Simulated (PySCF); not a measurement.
Work out the structure from these simulated measurements.

Elements present: B, H, O and Si. Monoisotopic mass: 151.9953 u.

* UV, strongest line: among the 10 lowest singlet transitions: S9 at 7.97 eV (156 nm, f = 0.353) [TDDFT wB97X-D/def2-SVPD]
* 1H NMR: chemical shifts (computed TMS as zero) by class: 5.21 (2 H), 4.78 (2 H), 4.45 (2 H), 3.35 (3 H) ppm [GIAO HF/pcSseg-1]
* Triplet: lowest triplet excitation (Tamm–Dancoff): 5.72 eV [TDA wB97X-D/def2-SVPD]
* NMR, other nuclei: isotropic shieldings of nuclei other than C and H, by class: 81 (1 B), 211 (2 O), 355 (1 O), 418 (1 Si), 425 (1 Si), 487 (1 Si) ppm [GIAO HF/pcSseg-1]
* Rotational structure: rotational constants A, B, C: 2.791, 0.602, 0.504 GHz [PBE0-D3(BJ)/def2-SVP]
* Valence photoelectron: vertical ionisation energy: 10.08 eV [ΔSCF wB97X-D/def2-SVPD]
* XPS: Si2p3/2 106.6, Si2p3/2 107.0, Si2p3/2 107.2, B1s 197.1, O1s 537.8, O1s 538.9 (×2), Si1s 1846.3, Si1s 1846.9, Si1s 1847.1 eV [ΔSCF SCAN, pcX-2 on the ionised atom, pcseg-1 elsewhere, spin-free X2C, 2p3/2 from a spin–orbit splitting computed afterwards within the 2p shell]

Electronic properties: PySCF, gas phase, density fitting. Levels stand in brackets. The structure is a single PBE0-D3(BJ)/def2-SVP conformer in the gas phase; no vibrational or solvent corrections. NMR values are class means; diastereotopic atoms form classes of their own.

Problem. Which formula fits the mass and the elements?

Solution. BH9O3Si3 (calculated 151.9953). No other formula that holds each of these elements comes within 0.0003 u with a fitting electron parity and a possible valence count.

Problem. What is the compound? Reason from the data.

Solution. Numbering: `[OH:1][B:2]([OH:3])[SiH2:4][O:5][SiH2:6][SiH3:7]`. Hydrogen classes from least to most shielded: 2 H on 2 boron-bound oxygens, O1/O3 (5.21 ppm, a mean of values up to 1.8 ppm apart in this geometry), 2 H on an oxygen-bound silicon, Si6 (4.78 ppm), 2 H on an oxygen-bound silicon, Si4 (4.45 ppm), 3 H on an SiH3 silicon, Si7 (3.35 ppm). The other shieldings belong to: 81 ppm, three-coordinate boron [B2]; 211 ppm, boron-bound oxygen [O1/O3]; 355 ppm, siloxane oxygen [O5]; 418 ppm, oxygen-bound silicon [Si6]; 425 ppm, oxygen-bound silicon [Si4]; 487 ppm, SiH3 silicon [Si7]. The core levels belong to: Si2p3/2 106.6 eV, SiH3 silicon [Si7]; Si2p3/2 107.0 eV, oxygen-bound silicon [Si4]; Si2p3/2 107.2 eV, oxygen-bound silicon [Si6]; B1s 197.1 eV, three-coordinate boron [B2]; O1s 537.8 eV, siloxane oxygen [O5]; O1s 538.9 eV, boron-bound oxygen [O1/O3]; Si1s 1846.3 eV, SiH3 silicon [Si7]; Si1s 1846.9 eV, oxygen-bound silicon [Si4]; Si1s 1847.1 eV, oxygen-bound silicon [Si6]. One atom of each topological class was ionised and stands for its class. The first electron is taken from the HOMO, whose largest Löwdin shares are 0.19 on the SiH3 silicon, 0.19 on an oxygen-bound silicon, 0.17 on the siloxane oxygen and 0.09 on an oxygen-bound silicon. By its constants the optimised geometry is an asymmetric top. Structure: `B(O)(O)[SiH2]O[SiH2][SiH3]`. The assignments are read from this structure; whether some other isomer fits the data as well wasn't checked.
